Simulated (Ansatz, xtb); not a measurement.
Species: CaF (charge 0, doublet). SMILES: [F][Ca]
Structure (B3LYP-D3(BJ)/def2-TZVP (Ansatz, a first-principles code) minimum search):
```xyz
2

Ca     0.0000     0.0000    -0.6086
F      0.0000     0.0000     1.3525
```
Charge 0, spin multiplicity 2.

Harmonic wavenumbers from GFN2-xTB (xtb, at its own minimum), cm⁻¹: 442.

Give the harmonic wavenumbers at B3LYP-D3(BJ)/def2-TZVP (Ansatz, finite differences of forces, unscaled).

586 cm⁻¹. Zero-point energy 0.8 kcal/mol.

From these and the geometry, give the ideal-gas thermochemistry at 298.15 K and 1 atm (rigid rotor, harmonic oscillator).

Point group C∞v, rotational symmetry number 1. Rotational constants 10.19, 10.19 GHz. S(trans) 38.15, S(rot) 14.73, S(vib) 0.47, S(elec, spin only) 1.38, S 54.7 cal/(mol K). H(298) - H(0) 2.18 kcal/mol; G - E(el) -13.3 kcal/mol.
